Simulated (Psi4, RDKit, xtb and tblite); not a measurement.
Internal rotation in SMILES O=Cc1ccc(C(=O)O)s1 (C6H4O3S), singlet. Scanned: dihedral O1–C2–C3–S10 and dihedral S10–C6–C7–O8; all other coordinates were relaxed at GFN2-xTB. Points at φ and −φ are mirror images. Heavy atoms are numbered in the order of the SMILES O=Cc1ccc(C(=O)O)s1, hydrogens after them in the order of the atoms that carry them; the mirror image has the same energies with the sign of each dihedral reversed.

Levels of theory: GFN2-xTB (xtb and tblite); MMFF94 // GFN2-xTB (RDKit); PBE/def2-SVP // GFN2-xTB (Psi4); PBE-D3(BJ)/def2-SVP // GFN2-xTB (Psi4); UFF // GFN2-xTB (RDKit).

Energies in kcal/mol at chosen points (x: dihedral O1–C2–C3–S10 (°); y: dihedral S10–C6–C7–O8 (°)), relative to x = 180, y = 180:

| method | (30, 120) | (150, 30) | (-150, 90) | (60, -120) | (60, -150) | (-150, 60) | (120, 60) |
|---|---|---|---|---|---|---|---|
| GFN2-xTB | 5.5 | 3.0 | 6.8 | 9.1 | 6.4 | 5.4 | 9.1 |
| MMFF94 | 9.4 | 2.4 | 9.7 | 13.4 | 9.7 | 6.7 | 11.6 |
| PBE/def2-SVP | 7.7 | 4.4 | 11.3 | 13.6 | 9.3 | 8.7 | 14.3 |
| PBE-D3(BJ)/def2-SVP | 7.8 | 4.5 | 11.3 | 13.6 | 9.3 | 8.8 | 14.3 |
| UFF | 8.4 | 4.3 | 11.7 | 13.5 | 9.1 | 9.1 | 13.9 |
